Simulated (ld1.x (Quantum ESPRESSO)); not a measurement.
## What the settings do to the TM potential of Ca

Base potential:

Ca, norm-conserving Troullier–Martins (Kleinman–Bylander form), made with ld1.x (Quantum ESPRESSO) 7.5 (PBE, scalar-relativistic). Core [Ne], reference 3s2 3p6 3d0 4s2 4p0. Waves: 3s (bound): rc 1.70 bohr; 3p (bound): rc 1.45 bohr; 3d (bound, empty): rc 1.55 bohr. Local part: all-electron potential smoothed inside 1.20 bohr (lloc = -2). Core correction: Bessel-smoothed model core inside 0.85 bohr.

Occupied shells without a wave of their own: 4s. They enter only through the test configuration that unscreens the potential, and ld1.x also counts them in the model core charge.

Cutoffs, loose and tight: the cutoffs (Ry, on a coarse ladder) from which the occupation-weighted sum of valence levels, in a spherical-Bessel basis at the reference potential, stays within 10 and 1 mRy of its value at 400 Ry. They do not see the model core or the augmentation charge, which bear on the density cutoff. Test errors are all-electron minus pseudo excitation energies from the reference, over the configurations 3s2 3p6 3d0 4s1 4p0; 3s2 3p6 3d0 4s0 4p0; 3s2 3p6 3d0 4s1.5 4p0; 3s2 3p6 3d0 4s1 4p1; 3s2 3p5 3d0 4s2 4p0; 3s1 3p6 3d0 4s2 4p0; 3s2 3p6 3d0 4s0 4p2. A dash means not determined; rows that change the core or the reference have their own tests. The largest error is taken over the tests solved by every variant that gives reliable tests at all: 3s1 3p6 3d0 4s2 4p0; 3s2 3p5 3d0 4s2 4p0; 3s2 3p6 3d0 4s1 4p0; 3s2 3p6 3d0 4s1 4p1; 3s2 3p6 3d0 4s1.5 4p0.

With those shells counted twice in exchange and correlation these files are broken, and their errors move erratically; no question is asked of them.

```csv
change,outcome,"cutoff, loose","cutoff, tight",bound ghosts,largest test error (meV)
base,generated,45 Ry,70 Ry,none,-319
core correction none,generated,45 Ry,70 Ry,none,-168
core correction Bessel-smoothed model core inside 0.64 bohr,generated,45 Ry,70 Ry,none,-319
core correction Bessel-smoothed model core inside 0.76 bohr,generated,45 Ry,70 Ry,none,-319
core correction Bessel-smoothed model core inside 0.90 bohr,generated,45 Ry,70 Ry,none,-319
core correction Bessel-smoothed model core inside 1.08 bohr,generated,45 Ry,70 Ry,none,-319
core correction Bessel-smoothed model core inside 1.24 bohr,generated,45 Ry,70 Ry,none,-319
core correction Bessel-smoothed model core inside 1.38 bohr,generated,45 Ry,70 Ry,none,-319
core correction Bessel-smoothed model core inside 1.56 bohr,generated,45 Ry,70 Ry,none,-319
core correction Bessel-smoothed model core inside 1.76 bohr,generated,45 Ry,70 Ry,none,-319
```
